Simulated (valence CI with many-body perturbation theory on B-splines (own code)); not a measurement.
Values are calculated unless marked as measured or tabulated.
Hyperfine factors and g values of Ca15+

Level of theory: relativistic CI+MBPT: three valence electrons over a frozen Dirac-Fock core [He], a basis of 11 s, 11 p, 9 d, 7 f, 5 g, 2 h, 1 i functions for each j, with the one-electron correlation potential Σ1 (screened to all orders), the two-electron term Σ2, the three-electron term Σ3, Breit, model QED; selected single and double excitations, second order for the rest (own B-spline code, finite nucleus).

No measured spectrum was set against this ion. As an estimate, levels of excited configurations hold to 0.05 to 0.15 % of their energy, terms of the ground configuration to about 0.5 %.

A/g_I is the dipole constant over the nuclear g factor μ/I (μ in nuclear magnetons, uniformly magnetised nucleus), B/Q the quadrupole constant per barn. Both hold the static response of the core; the bare values leave it out. Large factors of s and p1/2 electrons are usually good to 5 to 10 %; those of open d and f shells near neutrality can be off by tens of per cent, and small factors of p3/2, d and f electrons come from cancelling terms and can be off by a factor of two or in sign, in half-filled shells by more. B is blank for J = 1/2, where it vanishes, and for nearly pure S terms. Energies count from the lowest level.

Names give the largest LS component (configuration and term), which can be under half, so a name can repeat, a term be missing and a line seem to break the LS rules; names also repeat where a configuration has a term twice. Letters in brackets count levels of one name in rising energy.

| Level | E (eV) | g | A/g_I (MHz) | A/g_I bare | B/Q (MHz/b) | B/Q bare |
| --- | --- | --- | --- | --- | --- | --- |
| 2s²2p ²P°_1/2 | 0.00 | 0.663 | 64400 | 63200 |  |  |
| 2s²2p ²P°_3/2 | 4.54 | 1.332 | 12300 | 13200 | 22300 | 22400 |
| 2s2p² ⁴P_1/2 | 33.19 | 2.661 | 111000 | 110000 |  |  |
| 2s2p² ⁴P_3/2 | 34.99 | 1.731 | 50600 | 50600 | 18100 | 18200 |
| 2s2p² ⁴P_5/2 | 37.26 | 1.595 | 53200 | 53200 | -22400 | -22500 |
| 2s2p² ²D_3/2 | 59.45 | 0.804 | -12100 | -10700 | 31300 | 31500 |
| 2s2p² ²D_5/2 | 59.77 | 1.202 | 59800 | 58400 | 44800 | 45100 |
| 2s2p² ²S_1/2 | 73.46 | 1.556 | 137000 | 133000 |  |  |
| 2s2p² ²P_1/2 | 78.63 | 1.114 | 100000 | 96100 |  |  |
| 2s2p² ²P_3/2 | 80.10 | 1.327 | -10200 | -7700 | -22600 | -22700 |
| 2p³ ⁴S°_3/2 | 103.49 | 1.990 | -4450 | 149 |  |  |
| 2p³ ²D°_3/2 | 116.56 | 0.827 | 14400 | 13700 | 12500 | 12600 |
| 2p³ ²D°_5/2 | 117.16 | 1.198 | 21400 | 22300 | -278 | -280 |
| 2p³ ²P°_1/2 | 130.55 | 0.663 | 64800 | 62900 |  |  |
| 2p³ ²P°_3/2 | 131.73 | 1.312 | 10900 | 12300 | -12100 | -12200 |
| 2s²3s ²S_1/2 | 545.74 | 2.001 | 58900 | 57300 |  |  |
| 2s²3p ²P°_1/2 | 561.76 | 0.665 | 15700 | 15500 |  |  |
| 2s²3p ²P°_3/2 | 563.02 | 1.333 | 6630 | 6800 | 6830 | 6860 |
| 2s²3d ²D_3/2 | 577.87 | 0.799 | 2160 | 2140 | 1140 | 1180 |
| 2s²3d ²D_5/2 | 578.24 | 1.200 | 778 | 783 | 1600 | 1650 |
| 2s2p3s ⁴P°_1/2 | 578.36 | 2.652 | 129000 | 126000 |  |  |
| 2s2p3s ⁴P°_3/2 | 579.72 | 1.724 | 84200 | 82600 | -18000 | -18100 |
| 2s2p3s ⁴P°_5/2 | 582.64 | 1.599 | 61600 | 60600 | 23300 | 23400 |
| 2s2p3s ²P°_1/2 [a] | 586.54 | 0.676 | 27300 | 27300 |  |  |
| 2s2p3s ²P°_3/2 [a] | 589.68 | 1.339 | 59500 | 58700 | 22100 | 22200 |
| 2s2p3p ⁴D_1/2 | 592.60 | 0.189 | -17400 | -16700 |  |  |
| 2s2p3p ⁴D_3/2 | 593.79 | 1.234 | 55400 | 54500 | -8000 | -8040 |
| 2s2p3p ²P_1/2 [a] | 595.50 | 0.514 | -54300 | -53000 |  |  |
| 2s2p3p ²P_3/2 [a] | 595.77 | 1.387 | 36800 | 36200 | -6970 | -7010 |
| 2s2p3p ⁴D_5/2 | 595.88 | 1.374 | 40300 | 39800 | 5250 | 5270 |
| 2s2p3p ⁴D_7/2 | 598.49 | 1.428 | 37300 | 36900 | 29800 | 29900 |
| 2s2p3p ⁴S_3/2 | 599.12 | 1.823 | 65200 | 64200 | -4000 | -4020 |
| 2s2p3p ⁴P_1/2 | 599.84 | 2.638 | 126000 | 124000 |  |  |
| 2s2p3p ⁴P_3/2 | 601.71 | 1.657 | 58600 | 57900 | 14900 | 14900 |
| 2s2p3p ²D_3/2 [a] | 602.49 | 0.958 | 15600 | 15300 | 21500 | 21700 |
| 2s2p3p ⁴P_5/2 | 602.57 | 1.555 | 51000 | 50500 | -5160 | -5190 |
| 2s2p3p ²D_5/2 [a] | 605.26 | 1.238 | 33200 | 32900 | 25600 | 25700 |
| 2s2p3d ⁴F°_3/2 | 606.72 | 0.426 | -22500 | -21800 | 7140 | 7210 |
| 2s2p3d ⁴F°_5/2 | 607.55 | 1.046 | 16200 | 16000 | 3080 | 3120 |
| 2s2p3d ⁴F°_7/2 | 608.85 | 1.250 | 26600 | 26200 | 4320 | 4380 |

Q: Take the isotope of mass number 43, with I = 7/2, μ = -1.31733 μN and Q = -0.0408 b. What is the hyperfine structure of 2s2p² ⁴P_1/2?

A: From the table A = -41600 MHz. Shifts from the centre of gravity in MHz: F = 3: 93600, F = 4: -72800.
